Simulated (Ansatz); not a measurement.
Gas-phase electronic energies from Ansatz, PBE0-D4/def2-TZVP geometries. CCSD(T)/CBS is the MP2 limit (def2-TZVPP, def2-QZVPP) plus CCSD(T) − MP2 in def2-TZVPP, frozen cores. Each species was taken in one conformer, which may not be the lowest.

Reaction (redistribution): `C[Si]N` + `CC(=N)BCl` → `C[Si]C` + `N=C(N)BCl`

```csv
species,CCSD(T)/CBS(def2) energy (Eh)
`C[Si]N`,-384.84019
`CC(=N)BCl`,-618.40235
`C[Si]C`,-368.74530
`N=C(N)BCl`,-634.45820
```

Q: Work out ΔE.

A: ΔE = (-368.74530) + (-634.45820) − (-384.84019) − (-618.40235) = 0.03904 Eh = +1.06 eV.

Largest T1 diagnostic among the species: 0.014.

Leaving LDA and LC-ωPBE aside and taking each functional with its dispersion term where it has one, the values, not all of them listed here, spread over 0.15 eV, from revPBE-D4 to BHLYP-D4. LDA lies −0.06 eV from PBE without D4. From PBE to PBE0 (25 % exact exchange), in def2-TZVPP and without D4, ΔE moves by +0.04 eV. In def2-TZVPP, CCSD(T) changes the Hartree–Fock value by −0.04 eV (the triples alone add −0.01 eV) and MP2 by −0.04 eV.
